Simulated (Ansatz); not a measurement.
Basis-set series for C₂H₂Br₂, SMILES `Br/C=C\Br`. The species carries charge 0 and has multiplicity 1. Geometry: relaxed with PBE0-D4/def2-TZVP.

```xyz
6

Br   -0.272    1.351    1.701
C     0.464    0.446    0.247
C    -0.146   -0.483   -0.470
Br   -1.883   -1.100   -0.193
H     1.478    0.743    0.014
H     0.361   -0.957   -1.300
```

```json
{"functional": "PBE0-D4", "basis": "def2-SVP", "functions": "102", "energy (Eh)": "-5224.33106", "HOMO (eV)": "-7.18", "LUMO (eV)": "-0.46"}
{"functional": "PBE0-D4", "basis": "def2-TZVPP", "functions": "186", "energy (Eh)": "-5225.04196", "HOMO (eV)": "-7.28", "LUMO (eV)": "-0.64"}
{"functional": "ωB97M-V", "basis": "def2-SVP", "functions": "102", "energy (Eh)": "-5224.69456", "HOMO (eV)": "-9.28", "LUMO (eV)": "1.75"}
{"functional": "ωB97M-V", "basis": "def2-TZVPP", "functions": "186", "energy (Eh)": "-5225.40629", "HOMO (eV)": "-9.40", "LUMO (eV)": "1.49"}
```

Question: Give the rows for def2-QZVPP. (Estimate.)

Answer: Ansatz gave: 
| functional | basis | functions | energy (Eh) | HOMO (eV) | LUMO (eV) |
| --- | --- | --- | --- | --- | --- |
| PBE0-D4 | def2-QZVPP | 352 | -5225.15131 | -7.30 | -0.67 |
| ωB97M-V | def2-QZVPP | 352 | -5225.51167 | -9.42 | 1.41 |

Positive LUMOs are unbound and depend on the basis. Scalar relativity is left out up to krypton.
